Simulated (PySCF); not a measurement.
# Ag³⁺ (silver, charge +3) across methods

[Kr] 4d8, high-spin 3F determinant. Computed with PySCF 2.14 in aug-cc-pVTZ-PP with ECP28MDF, with scalar relativity through the core potential.

```csv
method,E (hartree),mean ε 4p β (eV),mean ε 4d α (eV),mean ε 4d β (eV),Σ⟨r²⟩ (bohr²),⟨S²⟩
LDA,-144.2302,-97.489,-44.491,-42.990,23.64,2.000
BLYP,-144.5176,-97.349,-44.196,-42.888,23.56,2.001
UHF,-143.89010,-111.70,-52.663,-50.649,23.22,2.004
r2SCANh,-144.6017,-100.24,-45.691,-44.125,23.31,2.002
PW91,-144.6107,-97.508,-44.409,-43.041,23.50,2.001
PBE,-144.5513,-97.411,-44.327,-42.939,23.50,2.001
LC-wPBE,-144.5931,-103.17,-49.369,-47.948,23.41,2.001
r2SCAN,-144.6116,-98.880,-44.802,-43.275,23.32,2.001
```

Task: Estimate the same row for PBE0.

Result: E (hartree) = -144.5588; mean ε 4p β (eV) = -101.30; mean ε 4d α (eV) = -46.671; mean ε 4d β (eV) = -45.140; Σ⟨r²⟩ (bohr²) = 23.39; ⟨S²⟩ = 2.001.

Energies and moments cover only the electrons outside the core potential.
